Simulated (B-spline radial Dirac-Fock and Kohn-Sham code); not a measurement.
ΔSCF core binding energies without Breit or QED terms, calculated with an atomic code on a B-spline grid.

A sound run for Sc²⁺, configuration [Ar] 3d1: The ground state converged in 10 iterations, with total energy -762.73187 Ha, virial ratio 1.99044 and highest orbital energy -24.44 eV. ΔSCF binding energies: K (1s) 4523.3 eV, L3 (2p3/2) 428.1 eV. Holes are computed only in closed shells, and unreliable hole states are left out.

A second run, with one unsound setting: The ground state had not converged after 71 iterations, with total energy -762.40397 Ha, virial ratio 1.97277 and highest orbital energy -17.32 eV. ΔSCF binding energies: K (1s) 4526.8 eV, L3 (2p3/2) 428.7 eV (not all states converged, so these are not final). Holes are computed only in closed shells, and unreliable hole states are left out.

```
iter   energy (Ha)        error
   1     -756.95277738  7.92e-01
   2     -761.95660097  2.32e-01
   3     -761.96616787  2.31e-01
   4     -761.97561767  2.29e-01
   5     -761.98495179  2.28e-01
   6     -761.99417166  2.26e-01
   7     -762.00327868  2.25e-01
   8     -762.01227422  2.23e-01
   9     -762.02115966  2.22e-01
  17     -762.08843773  2.10e-01
  25     -762.14940299  2.00e-01
  33     -762.20464646  1.89e-01
  41     -762.25470305  1.79e-01
  49     -762.30005716  1.70e-01
  57     -762.34114757  1.61e-01
  65     -762.37837190  1.53e-01
  71     -762.40397114  1.47e-01
```

Task: Which fault fits the second run best?
A. damping too heavy
B. box too small
C. spline order too low
D. speed of light below Z

Result: A. The input had damp = 0.995; ndamp = 100: damp is so close to 1 that the orbitals hardly move in each step.
